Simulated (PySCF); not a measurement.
C₃H₁₂GeOSi.
Z-matrix (Å and degrees, PBE0-D3(BJ)/def2-SVP geometry), rows numbered from 1:
```
C 
O   1  1.3943
C   2  1.4028  1  114.36
Si  3  1.8965  2  106.91  1  -175.32
C   4  1.8757  3  109.83  2    58.66
Ge  5  1.9663  4  116.27  3   -52.03
H   1  1.1082  2  111.78  3    60.66
H   1  1.1076  2  111.68  3   -60.51
H   1  1.0991  2  107.91  3  -179.95
H   3  1.1105  2  111.56  1    62.94
H   3  1.1118  2  111.35  1   -55.43
H   4  1.4950  3  109.14  2   -62.27
H   4  1.4995  3  108.03  2  -179.95
H   5  1.1026  4  108.84  3  -173.62
H   5  1.1028  4  109.49  3    70.13
H   6  1.5380  5  110.85  4    81.66
H   6  1.5377  5  111.46  4   -41.64
H   6  1.5469  5  108.00  4  -160.39
```

Computed with PySCF at CAM-B3LYP/def2-SVPD, non-relativistic, on one gas-phase PBE0-D3(BJ)/def2-SVP geometry that isn't relaxed in the solvent. The solvent is an IEF-PCM continuum (cavity from Bondi-type radii × 1.2), and excitations are vertical TDDFT with non-equilibrium linear response and a frozen core. The model holds no explicit solvent molecules, cavitation or dispersion. Spin–orbit coupling is left out although an atom past zinc is present.

Gas-phase singlets (H = HOMO, L = LUMO):

```
state  E (eV)  λ (nm)      f  leading configuration
   S1   7.180     173  0.023                H→L 65%
   S2   7.738     160  0.006              H-1→L 30%
   S3   7.912     157  0.004              H-1→L 41%
   S4   7.957     156  0.005              H-2→L 33%
   S5   8.046     154  0.051              H→L+2 45%
```

Problem. What are the lowest 5 singlets in acetonitrile (ε = 35.69)?

Solution. 
```csv
state,E (eV),λ (nm),f,leading configuration,change by rank (eV)
S1,7.169,173,0.016,H→L 60%,-0.011
S2,7.754,160,0.010,H→L+1 28%,+0.016
S3,7.892,157,0.022,H→L+1 34%,-0.020
S4,7.960,156,0.044,H-2→L 49%,+0.003
S5,8.022,155,0.115,H→L+2 46%,-0.024
```

Problem. How do the frontier levels move from gas to acetonitrile?

Solution. 
```tsv
orbital	gas (eV)	solvent (eV)	change (eV)	Löwdin shares, gas	Löwdin shares, solvent
LUMO+2	1.58	1.72	+0.14	Ge6 22 %, Si4 15 %, C3 9 %, H10 8 %	Si4 22 %, Ge6 14 %, C3 10 %, H10 9 %
LUMO+1	1.32	1.43	+0.11	Si4 13 %, Ge6 13 %, C5 13 %, H14 8 %	Ge6 18 %, Si4 14 %, C5 14 %, H14 8 %
LUMO	0.99	1.06	+0.07	Ge6 32 %, Si4 9 %, C1 7 %, H16 7 %	Ge6 40 %, H18 9 %, H16 8 %, Si4 7 %
HOMO	-9.09	-8.94	+0.15	O2 53 %, C3 10 %, C1 9 %, H10 6 %	O2 53 %, C3 11 %, C1 9 %, H10 6 %
HOMO-1	-9.67	-9.55	+0.12	O2 20 %, C3 19 %, Si4 12 %, C5 10 %	C3 24 %, O2 20 %, Si4 14 %, C5 9 %
HOMO-2	-9.74	-9.68	+0.06	C5 29 %, Ge6 19 %, Si4 16 %, H13 13 %	C5 31 %, Ge6 20 %, Si4 16 %, H13 12 %
HOMO-3	-10.33	-10.30	+0.03	Ge6 16 %, Si4 15 %, H17 15 %, C5 14 %	Si4 18 %, C5 17 %, H12 17 %, Ge6 13 %
```

The HOMO–LUMO gap goes from 10.09 to 10.00 eV. Rows go by rank; for HOMO-3 the atom shares or the degeneracy differ between the runs, so the row needn't follow one orbital.
